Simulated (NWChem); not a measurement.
System: C4H8O; SMILES C[C@@H]1C[C@H]1O

Parts of the log:

```
             Northwest Computational Chemistry Package (NWChem) 7.3.0
             --------------------------------------------------------

                             Geometry "geometry" -> ""
                             -------------------------

 Output coordinates in angstroms (scale by  1.889725989 to convert to a.u.)

  No.       Tag          Charge          X              Y              Z
 ---- ---------------- ---------- -------------- -------------- --------------
    1 C                    6.0000    -0.48738300     1.91398400    -0.09650200
    2 C                    6.0000    -0.06539100     0.57526400     0.44570600
    3 C                    6.0000     1.22536900    -0.07114100     0.00806900
    4 C                    6.0000    -0.07793500    -0.65851700    -0.41264900
    5 O                    8.0000    -0.40624500    -1.88642300     0.13857600
    6 H                    1.0000    -1.57616300     2.06194900    -0.01151300
    7 H                    1.0000    -0.22070100     2.01288200    -1.16070100
    8 H                    1.0000     0.00525500     2.73962700     0.44170000
    9 H                    1.0000    -0.33176100     0.38299800     1.49148900
   10 H                    1.0000     1.83780500     0.43633200    -0.74292700
   11 H                    1.0000     1.78536000    -0.63837400     0.75573000
   12 H                    1.0000    -0.36714300    -0.52232000    -1.46642300
   13 H                    1.0000    -1.36440600    -1.92049700     0.22957000

 Effective nuclear repulsion energy (a.u.)     181.2332774731

  pbe96 is a nonlocal functional; adding pw91lda local functional.

                                 NWChem DFT Module
                                 -----------------

 Summary of "ao basis" -> "ao basis" (spherical)
 ------------------------------------------------------------------------------
       Tag                 Description            Shells   Functions and Types
 ---------------- ------------------------------  ------  ---------------------
 C                          def2-svp                 6       14   3s2p1d
 O                          def2-svp                 6       14   3s2p1d
 H                          def2-svp                 3        5   2s1p

 in cosmo_initialize ...
 calling solv_data for solv:hexane

 solvent parameters
 solvname_short: hexane
 solvname_long:  n-hexane
 dielec:        1.8819
 dielecinf:     1.8903
 nonaqueous SMD model solvent descriptors
 dielec:        1.8819
 sola:          0.0000
 solb:          0.0000
 solc:          0.0000
 solg:         25.7500
 solh:          0.0000
 soln:          1.3749

          ---------------
          -cosmo- solvent
          ---------------
 Cosmo: York-Karplus, doi: 10.1021/jp992097l
 dielectric constant -eps-     =   1.88
 screen = (eps-1)/(eps    )    =   0.46862
 surface charge correction     = lagrangian

   van der Waals surface
 --------------------------

[...]

                                COSMO-SMD solvation results
                                ---------------------------

             internal energy in gas <Psi(g)|H|Psi(g)> =      -231.956560251709
         internal energy in solvent <Psi(s)|H|Psi(s)> =      -231.956472867055
                               delta internal energy  =         0.000087384654 (    0.05 kcal/mol)
   total free energy in solvent <Psi(s)|H+V/2|Psi(s)> =      -231.958813073163
 polarization energy contribution <Psi(s)|V/2|Psi(s)> =        -0.002340206108 (   -1.47 kcal/mol)
    total free energy in solvent including G(SMD-CDS) =      -231.963309369632
                       G(SMD-CDS) energy contribution =        -0.004496296469 (   -2.82 kcal/mol)
     1 M fixed-concentration free energy of solvation =        -0.006749117923 (   -4.24 kcal/mol)

                       DFT Final Molecular Orbital Analysis
                       ------------------------------------

 Vector   18  Occ=2.000000D+00  E=-2.736788D-01
              MO Center= -3.6D-02, -3.7D-01,  1.5D-01, r^2= 3.4D+00
   Bfn.  Coefficient  Atom+Function         Bfn.  Coefficient  Atom+Function
  ----- ------------  ---------------      ----- ------------  ---------------
    62      0.399470   5 O  pz               45      0.287746   4 C  s
    18     -0.277925   2 C  px               65      0.274009   5 O  pz
    31     -0.219929   3 C  s                33     -0.199602   3 C  py
     4      0.165378   1 C  px               71     -0.164868   6 H  s
    32      0.155378   3 C  px               50      0.140546   4 C  py

 Vector   19  Occ=2.000000D+00  E=-2.373535D-01
              MO Center=  2.4D-01, -4.9D-01, -6.2D-02, r^2= 2.6D+00
   Bfn.  Coefficient  Atom+Function         Bfn.  Coefficient  Atom+Function
  ----- ------------  ---------------      ----- ------------  ---------------
    46      0.324386   4 C  px               33     -0.286489   3 C  py
    60     -0.216125   5 O  px               34     -0.205330   3 C  pz
    31      0.191560   3 C  s                62     -0.180889   5 O  pz
    36     -0.167472   3 C  py               59     -0.165418   5 O  s
   106      0.162333  13 H  s               101     -0.146957  12 H  s

 Vector   20  Occ=2.000000D+00  E=-2.049453D-01
              MO Center= -1.9D-01, -7.1D-01,  2.9D-02, r^2= 2.8D+00
   Bfn.  Coefficient  Atom+Function         Bfn.  Coefficient  Atom+Function
  ----- ------------  ---------------      ----- ------------  ---------------
    62      0.380964   5 O  pz               65      0.285002   5 O  pz
    17     -0.270723   2 C  s                61      0.251372   5 O  py
    18      0.239616   2 C  px               19      0.206347   2 C  py
    64      0.202372   5 O  py               48     -0.171224   4 C  pz
   101      0.165769  12 H  s                47     -0.151993   4 C  py

 Vector   21  Occ=0.000000D+00  E= 4.336861D-02
              MO Center= -1.0D+00, -9.7D-01, -2.1D-01, r^2= 5.7D+00
   Bfn.  Coefficient  Atom+Function         Bfn.  Coefficient  Atom+Function
  ----- ------------  ---------------      ----- ------------  ---------------
   107      1.030116  13 H  s                 3     -0.856573   1 C  s
    45     -0.795452   4 C  s               102      0.722479  12 H  s
    59     -0.682637   5 O  s                72      0.509143   6 H  s
    92      0.480637  10 H  s                77      0.340224   7 H  s
    82      0.288958   8 H  s                63      0.286596   5 O  px

 Vector   22  Occ=0.000000D+00  E= 5.486938D-02
              MO Center= -6.4D-02,  7.8D-01,  8.0D-01, r^2= 6.3D+00
   Bfn.  Coefficient  Atom+Function         Bfn.  Coefficient  Atom+Function
  ----- ------------  ---------------      ----- ------------  ---------------
     3      1.630312   1 C  s                87     -1.165478   9 H  s
    17      0.874772   2 C  s                82     -0.825603   8 H  s
    97     -0.798021  11 H  s                72     -0.783154   6 H  s
    31      0.455261   3 C  s                23      0.442048   2 C  pz
    45     -0.434027   4 C  s                77     -0.412942   7 H  s

 Vector   23  Occ=0.000000D+00  E= 5.931756D-02
              MO Center= -2.0D-01,  2.5D-01, -7.1D-01, r^2= 7.0D+00
   Bfn.  Coefficient  Atom+Function         Bfn.  Coefficient  Atom+Function
  ----- ------------  ---------------      ----- ------------  ---------------
     3      1.141673   1 C  s                77     -1.022035   7 H  s
    92     -0.796710  10 H  s               102     -0.772194  12 H  s
   107      0.690269  13 H  s                31      0.647962   3 C  s
    87      0.464753   9 H  s                82     -0.396198   8 H  s
    59     -0.391317   5 O  s                45      0.364027   4 C  s

     Multipole analysis of the density
     ---------------------------------

     L   x y z        total         alpha         beta         nuclear
     -   - - -        -----         -----         ----         -------
     0   0 0 0     -0.000000    -20.000000    -20.000000     40.000000

     1   1 0 0     -0.524366     -0.343674     -0.343674      0.162981
     1   0 1 0      0.363333      0.163947      0.163947      0.035438
     1   0 0 1     -0.083458     -0.337733     -0.337733      0.592008

     2   2 0 0    -21.440378    -51.825522    -51.825522     82.210665
     2   1 1 0      1.925074      3.176039      3.176039     -4.427005
     2   1 0 1     -0.349166      0.003756      0.003756     -0.356678
     2   0 2 0    -25.480739   -147.692950   -147.692950    269.905160
     2   0 1 1     -0.331701      1.788357      1.788357     -3.908416
     2   0 0 2    -22.993222    -28.488906    -28.488906     33.984591
```

Level: PBE/def2-SVP, SMD on the gas-phase geometry. All runs use the structure optimised with PBE0/def2-SVP. Not confirmed as a minimum by frequencies. Solvent: n-hexane.

Task: Which NWChem input produces such a log?

Result: One answer among several that fit: the input that was run:
```
start job
memory heap 200 mb stack 700 mb global 900 mb
geometry units angstroms noautosym nocenter noautoz
  C     -0.487383     1.913984    -0.096502
  C     -0.065391     0.575264     0.445706
  C      1.225369    -0.071141     0.008069
  C     -0.077935    -0.658517    -0.412649
  O     -0.406245    -1.886423     0.138576
  H     -1.576163     2.061949    -0.011513
  H     -0.220701     2.012882    -1.160701
  H      0.005255     2.739627     0.441700
  H     -0.331761     0.382998     1.491489
  H      1.837805     0.436332    -0.742927
  H      1.785360    -0.638374     0.755730
  H     -0.367143    -0.522320    -1.466423
  H     -1.364406    -1.920497     0.229570
end
basis spherical
  * library def2-svp
end
dft
  xc xpbe96 cpbe96
  iterations 150
end
cosmo
  do_cosmo_smd true
  solvent hexane
end
task dft energy
```
